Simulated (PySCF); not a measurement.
## Ar²⁺ (argon, charge +2) across methods

[Ne] 3s2 3p4, high-spin 3P determinant. All numbers are calculated (PySCF 2.14, scalar relativity by spin-free X2C-1e, in an even-tempered Gaussian basis (23 s from 0.01 bohr⁻², ratio 2.5; 15 p from 0.013 bohr⁻², ratio 2.5; 6 d from 0.91 bohr⁻², ratio 2.7; 5 f from 1.4 bohr⁻², ratio 2.7)).

```tsv
method	E (hartree)	mean ε 3s β (eV)	mean ε 3p α (eV)	mean ε 3p β (eV)	Σ⟨r²⟩ (bohr²)	⟨S²⟩
PBE	-527.5841	-48.762	-36.467	-34.127	15.57	2.002
PBE0	-527.6212	-50.925	-38.485	-35.979	15.55	2.003
B97-3	-527.7165	-51.211	-38.422	-36.077	15.53	2.003
r2SCAN0	-527.7429	-51.027	-38.935	-36.261	15.54	2.005
r2SCAN	-527.7446	-49.011	-37.144	-34.559	15.54	2.004
LDA	-526.1404	-48.960	-36.445	-34.077	15.60	2.001
```

Question: Estimate the same row for UHF.

Answer: E (hartree) = -527.12642; mean ε 3s β (eV) = -55.938; mean ε 3p α (eV) = -43.553; mean ε 3p β (eV) = -40.360; Σ⟨r²⟩ (bohr²) = 15.64; ⟨S²⟩ = 2.007.
